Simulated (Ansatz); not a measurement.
The lowest singlet and triplet of CH4Si (SMILES C[SiH]); geometries from B3LYP-D3(BJ)/def2-TZVP, each state relaxed from the structure named, with no frequency check.
Singlet (charge 0, multiplicity 1):
```xyz
6

C     -1.06826    -0.41428     0.02795
Si     0.66024     0.37577    -0.02971
H     -1.16495    -1.15523    -0.77503
H     -1.88056     0.30726    -0.05850
H     -1.18952    -0.97465     0.96305
H      1.40126    -0.95245     0.11876
```
Triplet (charge 0, multiplicity 3):
```csv
atom,x (Å),y (Å),z (Å)
C,-1.1157,-0.3440,0.0206
Si,0.6669,0.2966,-0.0218
H,-1.2915,-1.0372,-0.8045
H,-1.8146,0.4872,-0.0761
H,-1.3160,-0.8520,0.9661
H,1.7792,-0.6869,0.0965
```

```csv
level,"gap E(singlet) − E(triplet), adiabatic (eV)"
U-HF/cc-pV(D+d)Z (spin-contaminated),-0.391
U-SVWN5/def2-TZVPP,-0.977
R-PBE0/def2-TZVPP,-0.769
U-BHLYP/def2-TZVPP,-0.946
U-wB97X-V/def2-TZVPP,-1.052
U-B2PLYP/def2-TZVPP,-0.966
U-MP2/cc-pV(Q+d)Z (spin-contaminated),-0.668
R-SCS-MP2/cc-pV(T+d)Z,-1.032
R-CCSD/cc-pV(D+d)Z,-0.921
R-CCSD(T)/cc-pV(T+d)Z,-0.993
R-CCSD(T)/cc-pV(Q+d)Z,-1.002
R-CCSDT/cc-pV(D+d)Z,-0.937
"SA-CASSCF(2,2)/cc-pV(D+d)Z",-0.758
"FIC-MRCISD+Q on SA-CASSCF(2,2)/cc-pV(T+d)Z",-0.986
```

The rows run from -1.052 (U-wB97X-V/def2-TZVPP) to -0.391 eV (U-HF/cc-pV(D+d)Z (spin-contaminated)). From cc-pV(T+d)Z to cc-pV(Q+d)Z R-CCSD(T) changes by -0.009. The 4 U-functionals in def2-TZVPP without D3 or D4 span 0.106, from U-wB97X-V to U-BHLYP.

A positive gap puts the triplet lower; no zero-point energy. R- takes a restricted singlet. U- takes an unrestricted singlet (broken symmetry where lower, unprojected). The triplet is unrestricted in single-reference levels. Active spaces average the two states.

Frozen-core correlation.

Doubts at one or more of the structures used: a restricted determinant that unrestricted orbitals would lower (R-SCS-MP2/cc-pV(T+d)Z, R-CCSD/cc-pV(D+d)Z, R-CCSD(T)/cc-pV(T+d)Z, R-CCSD(T)/cc-pV(Q+d)Z, R-CCSDT/cc-pV(D+d)Z).

Programs: Ansatz (Gaussian basis) for Hartree–Fock, density functionals and correlated methods. Values without a source in brackets are computed.

Ansatz is a first-principles code.
